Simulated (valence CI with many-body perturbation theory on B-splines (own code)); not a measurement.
**Energy levels of Pt⁶⁺**

Calculated by configuration interaction combined with many-body perturbation theory (CI+MBPT): four valence electrons over a frozen Dirac-Fock core [Xe] 4f14, a basis of 7 s, 7 p, 8 d, 6 f, 4 g, 1 h functions for each j, with the one-electron correlation potential Σ1, the two-electron term Σ2, the three-electron term Σ3, Breit, model QED; selected CI, second order for the rest, scaled by the run's own slope (own B-spline code, finite nucleus).

No measured spectrum was set against this ion. As an estimate, terms of the open shell hold to 2 to 4 % of their energy, and close levels can change places; different configurations can be misplaced against each other by 1,000 to 8,000 cm⁻¹. The list stops below the first excitations out of the core.

Levels 46 to 90 of 154, with energies above the lowest level, (5d3/2^4) J=0. "Leading %" is the weight of the configuration and term that name the level; weights of strongly mixed levels are sums over their largest components and can fall short. In the jj column 3d3/2^4 stands for four electrons in 3d with j = 3/2.

| No. | Configuration | Term | J | E (cm⁻¹) | Leading % | Second component | g | Leading jj |
| --- | --- | --- | --- | --- | --- | --- | --- | --- |
| 46 | 5d³6s | ³P | 0 | 178300 | 98 |  |  | 5d3/2^2 5d5/2 6s (94 %) |
| 47 | 5d³6s | ⁵P | 3 | 178960 | 89 | 7 % 5d³6s ³D | 1.617 | 5d3/2 5d5/2^2 6s (57 %) |
| 48 | 5d³6s | ³H | 5 | 181660 | 46 | 29 % 5d³6s ⁵F | 1.157 | 5d3/2 5d5/2^2 6s (49 %) |
| 49 | 5d³6s | ³G | 4 | 182440 | 41 | 35 % 5d³6s ¹G | 1.088 | 5d3/2 5d5/2^2 6s (51 %) |
| 50 | 5d³6s | ³G | 3 | 183610 | 46 | 43 % 5d³6s ³F | 0.948 | 5d3/2 5d5/2^2 6s (87 %) |
| 51 | 5d³6s | ⁵P | 2 | 187190 | 33 | 30 % 5d³6s ³D | 1.388 | 5d3/2 5d5/2^2 6s (84 %) |
| 52 | 5d³6s | ³F | 4 | 187710 | 53 | 40 % 5d³6s ³H | 1.058 | 5d3/2 5d5/2^2 6s (94 %) |
| 53 | 5d³6s | ³P | 1 | 189080 | 58 | 19 % 5d³6s ⁵P | 1.552 | 5d3/2 5d5/2^2 6s (83 %) |
| 54 | 5d³6s | ³H | 6 | 191380 | 99 |  | 1.166 | 5d3/2 5d5/2^2 6s (99 %) |
| 55 | 5d³6s | ³P | 2 | 192500 | 59 | 21 % 5d³6s ³D | 1.304 | 5d3/2 5d5/2^2 6s (52 %) |
| 56 | 5d³6s | ³P | 1 | 193530 | 55 | 37 % 5d³6s ³D | 1.064 | 5d3/2 5d5/2^2 6s (86 %) |
| 57 | 5d³6s | ³P | 0 | 195080 | 98 |  |  | 5d3/2 5d5/2^2 6s (94 %) |
| 58 | 5d³6s | ³H | 5 | 195590 | 44 | 35 % 5d³6s ¹H | 1.062 | 5d3/2 5d5/2^2 6s (79 %) |
| 59 | 5d³6s | ³D | 3 | 195920 | 90 | 5 % 5d³6s ³F | 1.323 | 5d3/2 5d5/2^2 6s (71 %) |
| 60 | 5d³6s | ³F | 3 | 200370 | 83 | 10 % 5d³6s ³D | 1.114 | 5d3/2 5d5/2^2 6s (65 %) |
| 61 | 5d³6s | ³F | 2 | 200690 | 42 | 24 % 5d³6s ³D | 0.944 | 5d3/2^2 5d5/2 6s (41 %) |
| 62 | 5d³6s | ¹H | 5 | 201710 | 49 | 41 % 5d³6s ³G | 1.109 | 5d5/2^3 6s (59 %) |
| 63 | 5d³6s | ³F | 4 | 201780 | 90 | 7 % 5d³6s ³G | 1.232 | 5d3/2 5d5/2^2 6s (88 %) |
| 64 | 5d³6s | ³F | 2 | 202030 | 37 | 30 % 5d³6s ³P | 1.058 | 5d3/2 5d5/2^2 6s (90 %) |
| 65 | 5d³6s | ¹G | 4 | 205490 | 46 | 23 % 5d³6s ³F | 1.044 | 5d5/2^3 6s (88 %) |
| 66 | 5d³6s | ³P | 2 | 207070 | 43 | 34 % 5d³6s ¹D | 1.258 | 5d5/2^3 6s (66 %) |
| 67 | 5d³6s | ¹F | 3 | 208470 | 82 | 8 % 5d³6s ³D | 1.030 | 5d3/2 5d5/2^2 6s (74 %) |
| 68 | 5d³6s | ¹P | 1 | 210320 | 50 | 28 % 5d³6s ³P | 1.041 | 5d5/2^3 6s (68 %) |
| 69 | 5d³6s | ³D | 1 | 225450 | 94 |  | 0.535 | 5d3/2 5d5/2^2 6s (72 %) |
| 70 | 5d³6s | ³D | 2 | 226530 | 81 | 10 % 5d³6s ¹D | 1.142 | 5d3/2 5d5/2^2 6s (58 %) |
| 71 | 5d³6s | ³D | 3 | 228280 | 75 | 12 % 5d³6s ¹F | 1.283 | 5d5/2^3 6s (72 %) |
| 72 | 5d³6p | ⁵G° | 2 | 233590 | 58 | 29 % 5d³6p ³F° | 0.527 | 5d3/2^3 6p1/2 (80 %) |
| 73 | 5d³6s | ¹D | 2 | 234470 | 83 | 7 % 5d³6s ³F | 1.005 | 5d5/2^3 6s (55 %) |
| 74 | 5d³6p | ³D° | 1 | 237950 | 47 | 34 % 5d³6p ⁵F° | 0.495 | 5d3/2^3 6p1/2 (72 %) |
| 75 | 5d³6p | ⁵G° | 3 | 244550 | 70 | 15 % 5d³6p ³F° | 0.950 | 5d3/2^2 5d5/2 6p1/2 (88 %) |
| 76 | 5d³6p | ³D° | 2 | 246030 | 36 | 31 % 5d³6p ⁵F° | 1.088 | 5d3/2^2 5d5/2 6p1/2 (88 %) |
| 77 | 5d³6p | ⁵G° | 4 | 251540 | 42 | 16 % 5d³6p ³H° | 1.084 | 5d3/2^2 5d5/2 6p1/2 (69 %) |
| 78 | 5d³6p | ⁵D° | 1 | 253170 | 37 | 15 % 5d³6p ³D° | 1.310 | 5d3/2^2 5d5/2 6p1/2 (78 %) |
| 79 | 5d³6p | ⁵D° | 0 | 254280 | 58 | 30 % 5d³6p ³P° |  | 5d3/2^2 5d5/2 6p1/2 (87 %) |
| 80 | 5d³6p | ⁵D° | 2 | 254520 | 30 | 12 % 5d³6p ³D° | 1.215 | 5d3/2^2 5d5/2 6p1/2 (81 %) |
| 81 | 5d³6p | ⁵D° | 3 | 254760 | 27 | 25 % 5d³6p ⁵F° | 1.256 | 5d3/2^2 5d5/2 6p1/2 (60 %) |
| 82 | 5d³6p | ³G° | 5 | 254960 | 28 | 17 % 5d³6p ³H° | 1.106 | 5d3/2^2 5d5/2 6p1/2 (83 %) |
| 83 | 5d³6p | ³F° | 4 | 259440 | 30 | 28 % 5d³6p ⁵D° | 1.224 | 5d3/2^2 5d5/2 6p1/2 (74 %) |
| 84 | 5d³6p | ⁵P° | 1 | 260180 | 34 | 11 % 5d³6p ³P° | 1.660 | 5d3/2^2 5d5/2 6p1/2 (84 %) |
| 85 | 5d³6p | ⁵D° | 0 | 263170 | 55 | 29 % 5d³6p ³P° |  | 5d3/2^3 6p3/2 (81 %) |
| 86 | 5d³6p | ⁵D° | 1 | 264880 | 40 | 26 % 5d³6p ⁵F° | 0.908 | 5d3/2^3 6p3/2 (65 %) |
| 87 | 5d³6p | ³G° | 3 | 265610 | 44 | 12 % 5d³6p ⁵D° | 0.983 | 5d3/2^3 6p3/2 (48 %) |
| 88 | 5d³6p | ³H° | 4 | 265960 | 48 | 24 % 5d³6p ⁵G° | 0.993 | 5d3/2 5d5/2^2 6p1/2 (67 %) |
| 89 | 5d³6p | ⁵F° | 2 | 266680 | 31 | 29 % 5d³6p ⁵D° | 1.202 | 5d3/2^3 6p3/2 (44 %) |
| 90 | 5d³6p | ³D° | 3 | 268040 | 23 | 18 % 5d³6p ⁵D° | 1.213 | 5d3/2 5d5/2^2 6p1/2 (47 %) |

Where two levels of one J and parity lie close, their mixing, g and order are uncertain.
